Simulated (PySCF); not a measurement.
WCl3, SMILES [Cl][W]([Cl])[Cl] (connectivity only; charge and spin as stated), neutral, multiplicity 4.

Geometry optimised at B3LYP-D3(BJ)/def2-SVP. The multiplicity is an assumed one; other spin states were not compared. The def2 effective core potentials stand for the cores of W; spin–orbit coupling is left out.

Calculation: PySCF with B3LYP-D3(BJ)/def2-SVP.

Frequencies are harmonic and unscaled.

Modes within 1.5 cm⁻¹ of each other (mostly degenerate sets) share a row, with their intensities summed.

```
mode  ν (cm⁻¹)  IR (km/mol)  moving atoms (share of kinetic energy)
----  --------  -----------  --------------------------------------
1           76          2.7                         Cl 63 %, W 37 %
2–3         96          0.4                         Cl 88 %, W 12 %
4          385          0.0                                Cl 100 %
5–6        409        131.1                         Cl 76 %, W 24 %
```
